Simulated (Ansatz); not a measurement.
Cost and result for the atomization energy of `[TeH]C1=CCO1` (9 atoms, 9 bonds).

```xyz
9

Te    2.2378   -1.4229    0.4957
C     0.4901   -0.3765    0.0686
C    -0.8262   -0.5507    0.2278
C    -0.9927    0.7185   -0.5531
O     0.4632    0.7988   -0.6573
H     2.9178   -0.1260    1.2758
H    -1.4714   -1.2622    0.7116
H    -1.4280    0.6379   -1.5512
H    -1.3905    1.5831   -0.0179
```

Charge 0, multiplicity 1. Correlated methods include outer-core shells of Te, which these sets cover unevenly. Te: def2 effective core potential. The geometry is a stationary point of PBE0-D4/def2-TZVP. Program: Ansatz. All runs use 4 threads of an Arm Neoverse V2 on a shared host. Times are those of one run each, without the atoms' runs, and a repeat can differ threefold. Electronic energies, without spin–orbit coupling; frozen cores. CCSD(T)/CBS adds CCSD(T) − MP2 in def2-TZVPP to the MP2 limit, and its time is that of the two runs behind it. T1 = 0.013. With those shells the extrapolation isn't a true limit. B3LYP takes the VWN-RPA correlation (the form of Gaussian; ORCA's B3LYP/G).

CCSD(T)/CBS is a level of theory with its own doubt, some kJ/mol a heavy atom from the limit and from the frozen cores, so smaller differences don't rank the functionals.

```tsv
level	functions	wall time
LDA (SPW92)/def2-TZVPP	230	1 s
revPBE-D4/def2-TZVPP	230	1.6 s
BLYP-D4/def2-TZVPP	230	1.6 s
PBE0-D4/def2-TZVPP	230	2.1 s
CAM-B3LYP-D4/def2-TZVPP	230	2.5 s
BHLYP-D4/def2-TZVPP	230	3 s
B3LYP-D4/def2-TZVPP (with forces)	230	3.4 s
CCSD(T)/def2-SVP	102	6 s
B97M-V/def2-TZVPP	230	7.5 s
ωB97M-V/def2-TZVPP (with forces)	230	9 s
MP2/def2-QZVPP	430	18 s
CCSD(T)/def2-TZVPP	230	2.4 min
CCSD(T)/CBS(def2)	–	2.7 min
```

Question: What atomization energy does each give, and how far from CCSD(T)/CBS? (Estimate.)

Answer: Ansatz gave: 
```tsv
level	atomization (kJ/mol)	difference from CCSD(T)/CBS	per bond
LDA (SPW92)/def2-TZVPP	4090.6	645.9	71.8
revPBE-D4/def2-TZVPP	3479.8	35.1	3.9
BLYP-D4/def2-TZVPP	3458.7	14.0	1.6
PBE0-D4/def2-TZVPP	3478.6	33.9	3.8
CAM-B3LYP-D4/def2-TZVPP	3437.9	-6.8	-0.7
BHLYP-D4/def2-TZVPP	3271.9	-172.8	-19.2
B3LYP-D4/def2-TZVPP (with forces)	3430.7	-14.0	-1.6
CCSD(T)/def2-SVP	3235.5	-209.2	-23.2
B97M-V/def2-TZVPP	3446.9	2.2	0.2
ωB97M-V/def2-TZVPP (with forces)	3437.4	-7.3	-0.8
MP2/def2-QZVPP	3497.2	52.5	5.8
CCSD(T)/def2-TZVPP	3337.1	-107.6	-11.9
CCSD(T)/CBS(def2)	3444.7	0.0	0.0
```

In def2-TZVPP, CCSD(T) changes the Hartree–Fock value by +1036.4 kJ/mol (the triples alone add +82.9 kJ/mol) and MP2 by +1133.1 kJ/mol; breaking electron pairs costs correlation energy, which Hartree–Fock lacks. From BLYP to BHLYP (50 % exact exchange), in def2-TZVPP and without D4, the atomization energy moves by −166.7 kJ/mol: exact exchange takes away binding that semilocal exchange gives to molecules. Leaving LDA and LC-ωPBE aside and taking each functional with its dispersion term where it has one, the values, not all of them listed here, spread over 318.6 kJ/mol, from BHLYP-D4 to PBE-D4. LDA lies +521.0 kJ/mol from PBE without D4, its usual overbinding.

Spin–orbit coupling would lower the free Te atoms strongly, and the atomization energy with them, by more than many differences here.
